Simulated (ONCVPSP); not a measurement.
# Potentials for molybdenum (Mo) compared

Generated with ld1.x 7.5 (TM, RRKJ, ultrasoft, PAW), atompaw 4.2 or ONCVPSP 4.0.1. The cutoff is in Ry: for ld1.x and atompaw files where the sum of valence levels is converged to 10 mRy in a Bessel basis, for ONCV files where the hardest occupied wave has 1 mHa per electron of residual kinetic energy. The error is the largest all-electron minus pseudo excitation energy over each file’s own four to seven test configurations (ionisations up to +4, promotions, holes and added fractions of an electron), all of which were solved. The labels leave out finer settings (local radius, basis sizes, second energies), which also bear on the numbers. Spin-polarised tests are not counted. The rows are a selection from randomly drawn settings: files with unsolved tests, undetermined cutoffs or missed reference levels are left out.

A true bound ghost makes a file unfit for plane-wave use even where its test errors are small: the radial tests pick states by their node count and pass the ghost by.

```csv
potential,cutoff (Ry),largest error (meV),bound ghosts
"ONCV, Wu-Cohen, fully relativistic, rc 1.95/1.40/1.85 (spd), local smoothed, core correction no, reference 4s2 4p6 4d5 5s1, qcut 6.3/6.2/9.8, projectors 2/3/3",44,+2.9,none
"ONCV, LDA (Perdew-Zunger), scalar-relativistic, rc 2.70/2.35/2.60 (spd), local smoothed, core correction yes, reference 4d5, qcut 2.3/3.2/7.2, projectors 2/2/1",29,-365,none
"ONCV, PW91, non-relativistic, rc 2.10/2.00/1.50 (spd), local smoothed, core correction yes, reference 4s2 4p6 4d5 5s1, qcut 6.9/8.7/7.6, projectors 2/2/1",41,-25,none
"ONCV, PW91, non-relativistic, rc 1.95/2.25/1.45/2.40 (spdf), local smoothed, core correction yes, reference 4s2 4p6 4d5 5s0.5 5p0.5, qcut 7.8/4.8/6.3/4, projectors 2/2/2/2",42,+37,f
"ONCV, PBE, scalar-relativistic, rc 1.90/1.20/1.55 (spd), local smoothed, core correction yes, reference 4s2 4p6 4d5.5 5s0.5, qcut 6.3/8.1/6.6, projectors 2/2/2",56,-0.7,none
"ONCV, PBE, scalar-relativistic, rc 1.55/1.80/1.95 (spd), local smoothed, core correction yes, reference 4s2 4p6 4d5 5s1, qcut 7.5/6.1/6.8, projectors 2/2/3",44,-71,d
"ONCV, PBE, fully relativistic, rc 2.15/2.00/2.60 (spd), local smoothed, core correction no, reference 4s2 4p6 4d5 5s1, qcut 6.1/5.8/6, projectors 3/2/2",25,+73,none
```

Q: Fill in the row for Mo: ONCV, LDA (Perdew-Wang 92), scalar-relativistic, rc 1.90/1.45/1.75 (spd), local smoothed, core correction yes, reference 4s2 4p6 4d5 5s1, qcut 8.2/9.9/4.8, projectors 2/2/2.

A: cutoff 109 Ry, largest error +3.3 meV, bound ghosts: none.
